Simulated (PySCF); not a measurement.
## Ionising PbS

RHF-CCSD(T); basis Pb def2-SVPD with ECP60, S def2-SVPD; scalar-relativistic core potentials; PySCF 2.14. Neutral (RHF): singlet (closed shell), Re = 2.356 Å, ωe = 409 cm⁻¹, De = 4.17 eV.

PbS⁺ (UHF): doublet (π ↑), Re = 2.524 Å, ωe = 332 cm⁻¹. The energies at the minima are -589.54008 hartree for PbS and -589.22415 for PbS⁺.

Task: Work out the adiabatic ionisation energy, without and with harmonic zero-point energies (1 hartree = 27.2114 eV, 1 eV = 8065.5 cm⁻¹), and the change of the bond length.

Result: At CCSD(T): 0.31593 hartree = 8.597 eV between the minima; the zero-point term (332.0 − 409.0)/2 cm⁻¹ = -0.005 eV makes it 8.592 eV. Re changes by +16.8 pm against the neutral. The electron leaves a π orbital, and the longer bond of the ion fits a bonding orbital, or a change in how ionic the bond is.

Correlated steps freeze 9 core orbitals. Correlated levels converge slowly with the basis: in double zeta they bind strong bonds too weakly, by up to about 1 eV, and carry superposition errors of some tenths. These are scalar-relativistic numbers at best; spin–orbit coupling would shift them, the dissociation energy most. Where the molecule has an RHF reference, its open-shell atoms are computed with UHF. The CCSD T1 diagnostic is raised in PbS, a sign that a single reference may not be enough there. States were picked by a PBE0 search and need not be the measured ground states.

Neutral and ion stand on different kinds of reference determinant, which adds to the error of the difference.
